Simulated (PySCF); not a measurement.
# What a mistake does to a calculation on B3GeH6 cation

These are calculations, not measurements. They come from PySCF 2.14.0, an open-source quantum chemistry program, on an isolated molecule that a program drew, which may never have been made. The molecule is B3GeH6 cation (charge +1, singlet), drawn as the SMILES string `B[BH][GeH+][BH2]`.

Each row is a Hartree-Fock (HF) and frozen-core CCSD(T) single point in the cc-pVDZ basis, meant for a local HF minimum. Run 1 is clean. Each other run has one planted mistake out of seven kinds, and not every kind appears here: one electron removed, one electron added, multiplicity raised by two, geometry at a saddle point, minimal basis STO-3G, one bond length entered in bohr, all coordinates scaled. The reference is restricted for singlets and unrestricted otherwise, and also for a bond in bohr. Adding or removing an electron swaps singlet and doublet. Electrons count all cores. HOMO and LUMO are orbital energies over both spins, the gradient is its largest component, and the lowest frequency (negative if imaginary) is given only where the gradient is small. Bond lengths are over the 9 bonds as drawn. T1 is the CCSD diagnostic: over 0.02 (restricted) or 0.045 (unrestricted) a single reference is doubtful. Germanium has the cc-pVDZ-PP basis, with a core potential (ECP10MDF) in place of its 10 inner electrons, and its 3s, 3p and 3d shells are frozen in CCSD(T).

Geometry of the clean run:
```xyz
10
B3GeH6 cation, angstrom
B    -2.5325    0.6927    1.9599
B    -2.2380    0.2881    0.3529
Ge   -0.4034   -0.2820   -0.4170
B     0.4164   -2.1882   -0.5967
H    -2.4172    1.8258    2.3242
H    -2.8612   -0.1553    2.7372
H    -3.0882    0.3017   -0.4911
H     0.4652    0.8528   -0.9537
H     0.1884   -2.7997   -1.5909
H     1.0840   -2.5913    0.3013
```

| run | electrons | basis functions | <S^2> | HOMO (eV) | LUMO (eV) | gradient (hartree/bohr) | lowest frequency (cm^-1) | mean bond (Å) | longest bond (Å) | T1 | HF (hartree) | CCSD(T) (hartree) | mistake |
|---|---|---|---|---|---|---|---|---|---|---|---|---|---|
| 1 | 52 | 95 | 0.000 | -15.99 | -5.13 | 1.6e-05 | 83 | 1.4812 | 2.083 | 0.0161 | -370.58295 | -370.96042 | no fault |
| 2 | 52 | 95 | 2.049 | -12.65 | -7.90 | 5.9e-02 | - | 1.4812 | 2.083 | 0.0240 | -370.46494 | -370.83795 | multiplicity raised by two |
| 3 | 52 | 95 | 0.897 | -13.12 | -5.73 | 8.4e-03 | - | 1.6871 | 3.936 | 0.0461 | -370.48559 | -370.84658 | one bond length entered in bohr |
| 4 | 53 | 95 | 0.768 | -6.73 | 1.04 | 1.2e-02 | - | 1.4812 | 2.083 | 0.0162 | -370.80022 | -371.19423 | one electron added |
| 5 | 51 | 95 | 0.782 | -21.76 | -13.51 | 7.7e-02 | - | 1.4812 | 2.083 | 0.0302 | -370.03929 | -370.39533 | ? |
| 6 | 52 | 95 | 0.000 | -15.75 | -5.15 | 1.6e-02 | - | 1.5271 | 2.147 | 0.0160 | -370.57651 | -370.95660 | ? |

**Which mistake was planted in run 5, and what did it cost?**

It counts 51 electrons, one fewer than the clean run, at the same geometry and basis. So the mistake is: one electron removed. Subtracting run 1 and multiplying by 627.51 kcal/mol a hartree, the energy moved by 341.2 kcal/mol in HF and 354.6 kcal/mol in CCSD(T).

**Which mistake was planted in run 6, and what did it cost?**

The mean and the longest bond both change by the same factor, 1.031, and the gradient is no longer small. So the mistake is: all coordinates scaled. Subtracting run 1 and multiplying by 627.51 kcal/mol a hartree, the energy moved by 4.0 kcal/mol in HF and 2.4 kcal/mol in CCSD(T).

Cautions from the logs. Run 3: T1 is over the limit, so its CCSD(T) energy is less reliable.
